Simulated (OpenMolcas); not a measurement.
# Co I: Racah parameters, the spin-orbit constant, thermal populations, worked from levels

```yaml
Program: OpenMolcas
Basis: ANO-RCC-VTZP [6s5p3d2f1g]
Scalar_Hamiltonian: DKH2, point nucleus
Active_space: 7 electrons in 5 orbitals (3d)
State_averaging: 2S+1 = 4 even, 10 roots; 2S+1 = 2 even, 40 roots (35 in the spin-orbit step)
Spin-orbit_coupling: state interaction with AMFI integrals over the reference wave functions, term energies averaged over their components
```

Methods: CASSCF; SS-CASPT2, IPEA 0.25 Eh, imaginary shift 0.1 Eh (closed shells correlated: 3s 3p 4s). Measured levels: NIST Handbook of Basic Atomic Spectroscopic Data.

**Racah parameters.** Above ⁴F, d7 has ⁴P at 15B, ²G at 4B + 3C and ²H at 9B + 3C. The first two fix B and C, and the third tests them; where it misses by thousands of cm-1, two parameters do not describe the configuration (Trees and configuration-interaction terms are left out) and B and C hang on the terms chosen. Term energies are centres of gravity, weighted by 2J + 1.

```csv
Source,⁴P,²G,B,C,C/B,"²H from B, C",²H found
CASSCF,18080,18131,1205,4437,3.68,24156,24233
SS-CASPT2,14222,15262,948,3823,4.03,20001,20735
```

Energies in cm-1. From CASSCF to SS-CASPT2, B changes by -21.3 % and C by -13.8 %.

**The spin-orbit constant.** For the Hund term ⁴F of d7, E(J) = (A/2) J(J+1) + constant and ζ = -2S·A = -3A. From J = 3/2 to J = 9/2 the energy changes by 10.5 A.

```tsv
Source	E(9/2) - E(3/2)	A	ζ
CASSCF	-1858.8	-177.0	531
SS-CASPT2	-1855.0	-176.7	530
measured	-1809.3	-172.3	517
```

All in cm-1. SS-CASPT2 is off by +2.5 % and CASSCF by +2.7 %. Both methods take the spin-orbit matrix elements from the reference wave functions, so the second can move ζ only through the term energies and any multistate remixing. Second-order mixing with other terms is absorbed into this ζ.

**Thermal populations.** Z = Σ (2J + 1) exp(-E/kT) with k = 0.695035 cm-1/K, over the levels below. No other level of either list lies under 3430 cm-1, which is above 7 kT at each temperature.

```json
{"Level": "3d⁷ 4s² ⁴F_9/2", "2J + 1": "10", "SS-CASPT2": "0.0", "measured": "0.0"}
{"Level": "3d⁷ 4s² ⁴F_7/2", "2J + 1": "8", "SS-CASPT2": "831", "measured": "816"}
{"Level": "3d⁷ 4s² ⁴F_5/2", "2J + 1": "6", "SS-CASPT2": "1440", "measured": "1407"}
{"Level": "3d⁷ 4s² ⁴F_3/2", "2J + 1": "4", "SS-CASPT2": "1855", "measured": "1809"}
```

```
T (K)  Z, SS-CASPT2  Z, measured levels  Ground level (%), SS-CASPT2  Ground level (%), measured levels
  300        10.155              10.167                         98.5                               98.4
```

At 300 K, kT = 209 cm-1, and the computed levels give Z = 10.000 + 0.149 + 0.006 + 0.001 = 10.155.

CASPT2 breaks the degeneracy within a term, and the mean is taken; among the terms shown or strongly mixed into the levels shown the widest spread is 1400 cm-1 (3d⁷ 4s² ⁴F, SS-CASPT2). Some high roots are left out of the spin-orbit mixing, which shifts the levels that they would mix with. With the s shell closed, the reference lacks s² → p², s² → d² and s → d mixing, so excited terms can stand far too high and out of order, with CASPT2 too. Without dynamic correlation excited terms often stand tens of per cent too high (terms of higher spin than the ground term too low), and those without a measured partner can miss by more than the paired ones (holds for CASSCF). Computed and measured levels are paired by configuration, term and J; levels that our copy of the source lacks, or whose pairing is in doubt (as where it misses far off the trend of its configuration), stay unpaired and out of the deviations. Levels of configurations outside the active space are missing.
